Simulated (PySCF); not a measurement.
Compound: C5H5O2 (charge -1).
Numbering: `[CH2:1]=[C:2]1[CH2:3][C@H:4]1[C:5](=[O:6])[O-:7]` (hydrogens: H8, H9 on C1; H10, H11 on C3; H12 on C4)

The same species was optimised twice, with GFN2-xTB and with PBE0-D3(BJ)/def2-SVP (PySCF), and the same property calculations (PySCF, gas phase) were run on both structures.

```json
{"coordinate": "C4–C5 (Å)", "GFN2-xTB": "1.591", "PBE0-D3(BJ)/def2-SVP": "1.573", "change": "-0.018"}
{"coordinate": "C1=C2 (Å)", "GFN2-xTB": "1.315", "PBE0-D3(BJ)/def2-SVP": "1.329", "change": "+0.014"}
{"coordinate": "C5–O7 (Å)", "GFN2-xTB": "1.233", "PBE0-D3(BJ)/def2-SVP": "1.243", "change": "+0.010"}
{"coordinate": "C3–C4 (Å)", "GFN2-xTB": "1.516", "PBE0-D3(BJ)/def2-SVP": "1.526", "change": "+0.010"}
{"coordinate": "C2–C4 (Å)", "GFN2-xTB": "1.447", "PBE0-D3(BJ)/def2-SVP": "1.456", "change": "+0.009"}
{"coordinate": "C5=O6 (Å)", "GFN2-xTB": "1.234", "PBE0-D3(BJ)/def2-SVP": "1.240", "change": "+0.006"}
{"coordinate": "C2–C3 (Å)", "GFN2-xTB": "1.465", "PBE0-D3(BJ)/def2-SVP": "1.459", "change": "-0.006"}
{"coordinate": "C1–C2–C4 (°)", "GFN2-xTB": "150.4", "PBE0-D3(BJ)/def2-SVP": "149.1", "change": "-1.3"}
{"coordinate": "C1–C2–C3 (°)", "GFN2-xTB": "146.8", "PBE0-D3(BJ)/def2-SVP": "147.7", "change": "+0.9"}
{"coordinate": "C2–C4–C3 (°)", "GFN2-xTB": "59.2", "PBE0-D3(BJ)/def2-SVP": "58.5", "change": "-0.7"}
{"coordinate": "O6–C5–O7 (°)", "GFN2-xTB": "130.7", "PBE0-D3(BJ)/def2-SVP": "131.1", "change": "+0.4"}
{"coordinate": "C3–C4–C5 (°)", "GFN2-xTB": "117.4", "PBE0-D3(BJ)/def2-SVP": "117.0", "change": "-0.4"}
{"coordinate": "C3–C2–C4 (°)", "GFN2-xTB": "62.8", "PBE0-D3(BJ)/def2-SVP": "63.1", "change": "+0.3"}
{"coordinate": "C4–C5–O7 (°)", "GFN2-xTB": "115.4", "PBE0-D3(BJ)/def2-SVP": "115.2", "change": "-0.2"}
{"coordinate": "C2–C3–C4 (°)", "GFN2-xTB": "58.0", "PBE0-D3(BJ)/def2-SVP": "58.3", "change": "+0.3"}
{"coordinate": "C3–C4–C5–O6 (°)", "GFN2-xTB": "-174", "PBE0-D3(BJ)/def2-SVP": "-167", "change": "+7"}
```

Rotational constants: A = 5092, B = 1936, C = 1739 MHz (GFN2-xTB) against A = 5126, B = 1907, C = 1759 MHz (PBE0-D3(BJ)/def2-SVP). Point groups within 0.08 Å: C1 and C1.

On the GFN2-xTB structure: HOMO (eV) -1.33 [PBE0/pcSseg-1]; LUMO (eV) 4.16 [PBE0/pcSseg-1]; GIAO shielding of C1 (ppm) 93.9 [PBE0/pcSseg-1]; GIAO shielding of C2 (ppm) 36.5 [PBE0/pcSseg-1]; GIAO shielding of C3 (ppm) 176.8 [PBE0/pcSseg-1]; GIAO shielding of C4 (ppm) 155.6 [PBE0/pcSseg-1]; GIAO shielding of C5 (ppm) 22.2 [PBE0/pcSseg-1]; GIAO shielding of O6 (ppm) -4.5 [PBE0/pcSseg-1]; GIAO shielding of O7 (ppm) 33.8 [PBE0/pcSseg-1].

What do these properties become on the PBE0-D3(BJ)/def2-SVP structure?

| property | level | on GFN2-xTB | on PBE0-D3(BJ)/def2-SVP | change |
| --- | --- | --- | --- | --- |
| HOMO (eV) | PBE0/pcSseg-1 | -1.33 | -1.36 | -0.03 |
| LUMO (eV) | PBE0/pcSseg-1 | 4.16 | 4.08 | -0.08 |
| energy, GFN2-xTB geometry as zero (kcal/mol) | PBE0/pcSseg-1 | 0.0 | -0.7 | -0.7 |
| GIAO shielding of C1 (ppm) | PBE0/pcSseg-1 | 93.9 | 90.4 | -3.5 |
| GIAO shielding of C2 (ppm) | PBE0/pcSseg-1 | 36.5 | 31.2 | -5.3 |
| GIAO shielding of C3 (ppm) | PBE0/pcSseg-1 | 176.8 | 173.9 | -2.9 |
| GIAO shielding of C4 (ppm) | PBE0/pcSseg-1 | 155.6 | 155.9 | +0.3 |
| GIAO shielding of C5 (ppm) | PBE0/pcSseg-1 | 22.2 | 19.1 | -3.1 |
| GIAO shielding of O6 (ppm) | PBE0/pcSseg-1 | -4.5 | -20.4 | -15.9 |
| GIAO shielding of O7 (ppm) | PBE0/pcSseg-1 | 33.8 | 32.2 | -1.6 |

The heavy atoms differ by 0.059 Å rms after alignment. Among bonds between heavy atoms C4–C5 changes most (-0.018 Å). Changes are differences of the printed values. Neither structure is proved a minimum here. The structure is a single PBE0-D3(BJ)/def2-SVP conformer in the gas phase; no vibrational or solvent corrections. The geometry's basis has no diffuse functions, a weakness for an anion.

Shape of the structure used: `[CH2:1]=[C:2]1[CH2:3][C@H:4]1[C:5](=[O:6])[O-:7]`: C3–C4–C5–O6 -167°.
